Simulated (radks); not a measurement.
Spherical quantum dot in the effective-mass picture: electrons in a well V = -V0 / (1 + exp((r - R)/a)) with V0 = 48.3, R = 1.68, a = 0.13, all in effective atomic units (hartree* = m*/eps^2 hartree, bohr* = eps/m* bohr), one dielectric constant everywhere. Calculated with a radial shooting solver with Libxc functionals: non-relativistic Kohn-Sham, LDA (Slater exchange, Perdew-Wang correlation), spin-polarised, spherical densities. Levels are named by radial order and angular momentum (1s, 1p, 1d, 2s, ...), and open shells are averaged over m. Results are scaled to m* = 0.094 and eps = 15.7, for which hartree* = 10.38 meV and bohr* = 8.838 nm.

N = 9, configuration 1s2 1p6 1d(up 1, down 0). This is the lowest configuration that the search found. Occupied and some empty levels:

| level | occupation | eigenvalue (meV) | <r> (nm) |
|---|---|---|---|
| 1s up | 1 | -397.84 | 7.706 |
| 1s down | 1 | -397.35 | 7.690 |
| 1p up | 3 | -380.29 | 8.799 |
| 1p down | 3 | -379.71 | 8.794 |
| 1d up | 1 | -356.41 | 9.548 |
| 1d down | 0 | -355.80 | 9.547 |
| 2s up | 0 | -338.78 | 7.282 |
| 2s down | 0 | -338.43 | 7.289 |
| 1f up | 0 | -327.26 | 10.13 |
| 1f down | 0 | -326.64 | 10.13 |
| 2p up | 0 | -302.84 | 8.230 |
| 2p down | 0 | -302.45 | 8.231 |

Energy (meV): total -3796.75, kinetic 293.81, external -4407.3, Hartree 387.26, exchange-correlation -70.503.

Electron density:

| r (nm) | n(r) (e/nm^3) |
|---|---|
| 0.358 | 0.0006833 |
| 1.26 | 0.0007509 |
| 2.16 | 0.0008869 |
| 3.06 | 0.001076 |
| 3.96 | 0.001296 |
| 4.86 | 0.001512 |
| 5.76 | 0.001687 |
| 6.66 | 0.001779 |
| 7.56 | 0.001753 |
| 8.47 | 0.001594 |
| 9.37 | 0.001314 |
| 10.3 | 0.0009613 |
| 11.2 | 0.0006072 |
| 12.1 | 0.0003220 |
| 13.0 | 0.0001363 |
| 13.9 | 0.00004477 |
| 14.8 | 0.00001134 |
| 15.7 | 2.291e-06 |
| 16.6 | 3.966e-07 |
| 17.5 | 6.234e-08 |
